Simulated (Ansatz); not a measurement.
`[CH3][W](=[O])(=[O])[OH]` + H–F → `[O]=[W](=[O])([OH])[F]` + CH₄  (ligand exchange at a W–C bond)

Program: Ansatz. Geometries: PBE0-D4/def2-TZVP. ΔE: electronic, gas phase. CBS: MP2 limit from def2 TZ/QZ plus the TZ coupled-cluster correction, frozen cores. This one scheme is used for every species. Functionals use def2-TZVPP. Elements past krypton have def2 core potentials. For W outer-core shells are correlated without core-valence functions, which leaves a few kJ/mol of doubt a bond. Each species was taken in one conformer, which may not be the lowest.

`[CH3][W](=[O])(=[O])[OH]`:

Z-matrix (Å, degrees):
```
C
W 1 2.109
H 1 1.094 2 109.7
H 1 1.092 2 110.4 3 119.6
H 1 1.094 2 110.0 3 -120.5
O 2 1.703 1 105.3 3 -178.1
O 2 1.704 1 105.1 3 -62.1
O 2 1.880 1 109.2 3 58.8
H 8 0.959 2 128.0 1 113.6
```

H–F:

```xyz
2

F     0.219    0.126    0.384
H    -0.219   -0.126   -0.384
```

`[O]=[W](=[O])([OH])[F]`:

Z-matrix (Å, degrees):
```
W
O 1 1.698
O 1 1.872 2 109.6
O 1 1.699 2 107.8 3 -117.8
F 1 1.857 2 109.6 3 122.9
H 3 0.960 1 126.3 2 9.1
```

CH₄:

Z-matrix (Å, degrees):
```
C
H 1 1.090
H 1 1.090 2 109.5
H 1 1.090 2 109.5 3 -120.0
H 1 1.090 2 109.5 3 120.0
```

```
    level  ΔE (kJ/mol)
r2SCAN-D4       -146.6
 BHLYP-D4       -137.2
      PBE       -141.0
    BHLYP       -143.1
```

(1) What does CCSD(T)/CBS give? (An estimate is asked.)

Largest T1 diagnostic among the species: 0.023, so the coupled-cluster value is less sure than usual.

Answers

(1) The calculation gave: -121.4 kJ/mol. The listed levels differ from it by -25.2, -15.8, -19.6, -21.7 kJ/mol.

At CCSD(T), def2-SVP lies −19.9 kJ/mol from the extrapolated value and def2-TZVPP −3.0 kJ/mol. In def2-TZVPP, CCSD(T) changes the Hartree–Fock value by +20.8 kJ/mol (the triples alone add +0.1 kJ/mol) and MP2 by +20.7 kJ/mol. The D4 term adds +6.2 kJ/mol with B3LYP and +3.5 kJ/mol with PBE0; it sums over pairs of atoms, weighted by their polarisabilities, and B3LYP, whose exchange is more repulsive, gets the larger term.

B3LYP here is the variant with VWN-RPA as its local correlation; programs differ in this.
